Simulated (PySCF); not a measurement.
Compound: C8H8BF2N.
SMILES with atom numbers: `[CH3:1]/[N:2]=[CH:3]\[c:4]1[cH:5][cH:6][c:7]([B:8]([F:9])[F:10])[cH:11][cH:12]1` (hydrogens: H13, H14, H15 on C1; H16 on C3; H17 on C5; H18 on C6; H19 on C11; H20 on C12)

Method: PBE0-D3(BJ)/def2-SVP geometry optimisation, gas phase (PySCF); density fitting, grid level 1; the optimiser is geomeTRIC in internal coordinates, started from a GFN2-xTB structure with every atom displaced at random (about 0.01 Å).

Step 5: E = -16000.2832 eV
```
atom  x, y, z in Å  |  force x, y, z in eV/Å
C1     -3.0632   -0.9089    0.4538   -0.016  -0.078  -0.044
N2     -2.9094   -0.6160   -0.9439   -0.027   0.098   0.091
C3     -1.8086   -0.2291   -1.4400    0.054   0.008  -0.077
C4     -0.5004    0.0173   -0.7758   -0.074   0.048   0.060
C5      0.6672   -0.4917   -1.3605    0.010   0.035   0.001
C6      1.9032   -0.2826   -0.7608    0.009  -0.054   0.013
C7      2.0138    0.4610    0.4249   -0.032  -0.059   0.052
B8      3.3931    0.6771    1.0949    0.061   0.266  -0.166
F9      3.5350    1.4396    2.1664   -0.031  -0.120   0.044
F10     4.4958    0.1561    0.5838   -0.020  -0.082   0.041
C11     0.8457    1.0023    0.9844   -0.002  -0.028  -0.017
C12    -0.3944    0.7805    0.3960   -0.005   0.025   0.038
H13    -3.6048   -1.8635    0.5507   -0.009   0.008   0.007
H14    -2.1290   -0.9721    1.0380    0.015  -0.021   0.029
H15    -3.7132   -0.1459    0.9151    0.012   0.006  -0.019
H16    -1.8004   -0.0607   -2.5307    0.025  -0.064  -0.030
H17     0.5965   -1.0661   -2.2875    0.001  -0.006  -0.015
H18     2.8037   -0.7037   -1.2144    0.007   0.000  -0.010
H19     0.9131    1.6033    1.8946   -0.001   0.000   0.006
H20    -1.2931    1.2169    0.8371    0.023   0.018  -0.002
```

Step 6: E = -16000.2897 eV
```
atom  x, y, z in Å  |  force x, y, z in eV/Å
C1     -3.0536   -0.9207    0.4510   -0.027   0.024  -0.033
N2     -2.9071   -0.6054   -0.9425   -0.008  -0.032  -0.017
C3     -1.8065   -0.2242   -1.4444   -0.002   0.014   0.085
C4     -0.5054    0.0276   -0.7696   -0.031   0.008  -0.062
C5      0.6589   -0.4907   -1.3527    0.043   0.027   0.028
C6      1.8964   -0.2849   -0.7557    0.005  -0.015  -0.011
C7      2.0095    0.4692    0.4228   -0.008  -0.028   0.034
B8      3.3917    0.6842    1.0863    0.021   0.070  -0.022
F9      3.5357    1.4184    2.1767   -0.015  -0.049  -0.011
F10     4.4884    0.1464    0.5803   -0.007  -0.022  -0.007
C11     0.8438    1.0155    0.9826    0.006   0.012  -0.011
C12    -0.3988    0.7980    0.3980    0.014  -0.026  -0.013
H13    -3.6172   -1.8634    0.5364   -0.003   0.007  -0.002
H14    -2.1157   -1.0161    1.0263    0.011   0.000   0.006
H15    -3.6811   -0.1506    0.9304    0.001   0.008   0.016
H16    -1.7903   -0.0759   -2.5384   -0.002   0.000   0.010
H17     0.5844   -1.0698   -2.2770   -0.004   0.001   0.001
H18     2.7954   -0.7105   -1.2087    0.002   0.001   0.000
H19     0.9160    1.6225    1.8887    0.001  -0.003   0.004
H20    -1.2941    1.2444    0.8354    0.003   0.002   0.005
```

Step 7: E = -16000.2905 eV
```
atom  x, y, z in Å  |  force x, y, z in eV/Å
C1     -3.0684   -0.9083    0.4524   -0.002  -0.006  -0.010
N2     -2.9074   -0.6147   -0.9436    0.000   0.010   0.008
C3     -1.8024   -0.2398   -1.4405    0.014   0.003  -0.004
C4     -0.5015    0.0174   -0.7688    0.006   0.018   0.017
C5      0.6682   -0.4876   -1.3538    0.000  -0.022  -0.046
C6      1.9056   -0.2753   -0.7601   -0.051   0.018  -0.003
C7      2.0123    0.4748    0.4212    0.042   0.004  -0.006
B8      3.3971    0.6950    1.0752   -0.031  -0.069   0.091
F9      3.5342    1.3941    2.1884    0.038   0.026  -0.034
F10     4.4934    0.1653    0.5599   -0.002   0.032  -0.025
C11     0.8439    1.0084    0.9876    0.017  -0.008  -0.043
C12    -0.3969    0.7822    0.4025   -0.016   0.003   0.026
H13    -3.6382   -1.8464    0.5460   -0.004   0.004   0.006
H14    -2.1357   -1.0007    1.0375   -0.007  -0.005   0.001
H15    -3.6954   -0.1279    0.9160    0.003   0.008   0.009
H16    -1.7815   -0.1017   -2.5359    0.002  -0.012   0.006
H17     0.5972   -1.0629   -2.2809   -0.006  -0.002  -0.002
H18     2.8079   -0.6893   -1.2172   -0.007  -0.001   0.002
H19     0.9124    1.6115    1.8967    0.002  -0.009  -0.003
H20    -1.2945    1.2198    0.8438    0.003   0.006   0.006
```

**Question.** Estimate the geometry and energy of step 8. (The exact step hangs on the optimiser's Hessian estimate; all steps are aligned on step 7, rigid shifts and turns removed.)

**Answer.** E = -16000.2918 eV, largest force 0.096 eV/Å
```
atom  x, y, z in Å  |  force x, y, z in eV/Å
C1     -3.0951   -0.9004    0.4441    0.012   0.012   0.014
N2     -2.9078   -0.6175   -0.9501    0.016  -0.002   0.006
C3     -1.7931   -0.2539   -1.4337   -0.024   0.010  -0.033
C4     -0.4969    0.0075   -0.7567   -0.006  -0.012   0.024
C5      0.6728   -0.4893   -1.3496   -0.003   0.011   0.008
C6      1.9098   -0.2697   -0.7589    0.012   0.002  -0.039
C7      2.0196    0.4775    0.4237   -0.002   0.005   0.001
B8      3.4081    0.7081    1.0653   -0.008  -0.080   0.052
F9      3.5560    1.3915    2.1859    0.008   0.041  -0.030
F10     4.5027    0.2029    0.5232    0.013   0.015  -0.020
C11     0.8502    0.9994    0.9978    0.006   0.001  -0.014
C12    -0.3923    0.7669    0.4186   -0.016  -0.003   0.004
H13    -3.6865   -1.8255    0.5335   -0.002   0.003   0.012
H14    -2.1728   -1.0108    1.0433   -0.007   0.002  -0.005
H15    -3.7109   -0.1044    0.8963    0.005   0.005   0.008
H16    -1.7574   -0.1317   -2.5305    0.001   0.001   0.004
H17     0.6017   -1.0611   -2.2790   -0.004   0.005   0.006
H18     2.8134   -0.6737   -1.2221   -0.001  -0.008  -0.001
H19     0.9188    1.5993    1.9091    0.001  -0.005  -0.001
H20    -1.2897    1.1989    0.8660    0.000  -0.003   0.004
```

The energy changes by -0.0013 eV. The first-order estimate −F·Δx gives -0.0020 eV and the mean of the old and new forces, exact on a quadratic surface, -0.0007 eV. The step makes an angle of 85° with the force vector and moves no atom by more than 0.054 Å.

The cost below is that of the whole optimisation. On an Intel Xeon at 2.70 GHz with one thread, no GPU, shared host, this took 13 min and 0.94 GiB of memory at its peak.
